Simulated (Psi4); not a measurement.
C6H10AuO2 (SMILES CC1=CC(C)=[O]->[Au+]([CH3])[O]1), charge +1, singlet, at a GFN2-xTB geometry (such geometries of metal compounds can be far from the true shape) (the multiplicity is a formal guess) (core potentials on Au). Base run: PBE/def2-SV(P) run with Psi4.

The Psi4 input:
```
memory 2 GB

molecule mol {
1 1
Au    0.547326    0.673343    0.277635
C     1.471141    2.154827   -0.727011
H     2.086131    2.664739    0.010156
H     0.744500    2.837096   -1.150078
H     2.088575    1.756731   -1.522011
C    -1.435940   -1.271180   -2.851215
C    -1.000500   -1.015378   -1.428788
C    -1.432512   -1.831634   -0.424869
C    -1.105049   -1.713262    0.955630
C    -1.695772   -2.725632    1.876364
O    -0.363241   -0.824069    1.430519
O    -0.224982    0.020371   -1.392286
H    -2.521703   -1.229091   -2.908939
H    -1.007930   -0.522488   -3.512112
H    -1.100148   -2.259901   -3.157692
H    -2.084489   -2.648138   -0.691159
H    -1.374748   -2.536349    2.897049
H    -2.782730   -2.687735    1.820723
H    -1.388669   -3.725839    1.574386
}

set {
  basis def2-sv(p)
  reference rks
}

energy('pbe')
print_variables()
```

The base run was repeated with changes; each row names its change, and settings that it needs were set with it.

```json
[
 {"change": "base", "ΔE vs base (mEh)": "0.000", "SCF cycles": "14", "grid points": "403210", "basis functions": "157", "outcome": "converged"},
 {"change": "scf_type = pk", "ΔE vs base (mEh)": "0.136", "SCF cycles": "14", "grid points": "403210", "basis functions": "157", "outcome": "converged"},
 {"change": "diis_max_vecs = 3", "ΔE vs base (mEh)": "-", "SCF cycles": "-", "grid points": "-", "basis functions": "157", "outcome": "cut at the time limit"},
 {"change": "dft_radial_scheme = mura", "ΔE vs base (mEh)": "0.003", "SCF cycles": "14", "grid points": "409211", "basis functions": "157", "outcome": "converged"},
 {"change": "dft_radial_points = 150", "ΔE vs base (mEh)": "0.002", "SCF cycles": "14", "grid points": "799950", "basis functions": "157", "outcome": "converged"},
 {"change": "diis_max_vecs = 15", "ΔE vs base (mEh)": "0.000", "SCF cycles": "14", "grid points": "403210", "basis functions": "157", "outcome": "converged"},
 {"change": "level_shift = 1.0", "ΔE vs base (mEh)": "0.000", "SCF cycles": "13", "grid points": "403210", "basis functions": "157", "outcome": "converged"},
 {"change": "basis_guess = sto-3g", "ΔE vs base (mEh)": "-", "SCF cycles": "-", "grid points": "-", "basis functions": "-", "outcome": "input refused"},
 {"change": "cholesky_tolerance = 1e-3 (with scf_type cd)", "ΔE vs base (mEh)": "-", "SCF cycles": "-", "grid points": "-", "basis functions": "157", "outcome": "input refused"},
 {"change": "dft_radial_scheme = multiexp", "ΔE vs base (mEh)": "0.003", "SCF cycles": "14", "grid points": "424839", "basis functions": "157", "outcome": "converged"},
 {"change": "basis_guess = true", "ΔE vs base (mEh)": "-", "SCF cycles": "-", "grid points": "-", "basis functions": "-", "outcome": "input refused"},
 {"change": "scf_initial_accelerator = ediis", "ΔE vs base (mEh)": "0.000", "SCF cycles": "14", "grid points": "403210", "basis functions": "157", "outcome": "converged"},
 {"change": "dft_basis_tolerance = 1e-8", "ΔE vs base (mEh)": "0.000", "SCF cycles": "14", "grid points": "401782", "basis functions": "157", "outcome": "converged"}
]
```

- basis_guess = sto-3g: ended with `psi4.driver.qcdb.exceptions.BasisSetNotFound: BasisSet::construct: Unable to find a basis set for atom 1 for key BASIS among:`
- cholesky_tolerance = 1e-3 (with scf_type cd): ended with `Fatal Error: Not enough memory for CD.`
- basis_guess = true: ended with `psi4.driver.qcdb.exceptions.BasisSetNotFound: BasisSet::construct: Unable to find a basis set for atom 1 for key BASIS among:`
